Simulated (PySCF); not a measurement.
CH3ClF2Si, SMILES F[Si](C)(Cl)F. Heavy atoms are numbered as in [CH3:1][Si:2]([F:3])([F:4])[Cl:5]. Hydrogens are named by the atom that carries them.

Geometry: B3LYP-D3(BJ)/def2-SVP.

The numbers are results of PBE/pcSseg-1 run with PySCF, not measurements.

GIAO shieldings, no solvent; atoms alike by connectivity are averaged. δ = σ(ref) − σ: ¹³C against TMS (σ = 182.0 ppm); ²⁹Si against TMS (σ = 335.4 ppm); ¹⁹F against CFCl3 (σ = 133.6 ppm); ³⁵Cl against HCl (σ = 936.5 ppm); ¹H against TMS (σ = 31.49 ppm), references at their B3LYP-D3(BJ)/def2-TZVP geometries, non-relativistic (without spin–orbit terms, shifts of atoms bonded to Cl or Br come out too high).

| nucleus | atoms | count | δ (ppm) |
|---|---|---|---|
| ¹³C | C1 (CH3) | 1 | 1.4 |
| ²⁹Si | Si2 | 1 | -6.5 |
| ¹⁹F | F3 | 2 | -142.5 |
| ³⁵Cl | Cl5 | 1 | 93.2 |
| ¹H | H on C1 | 3 | 0.83 |
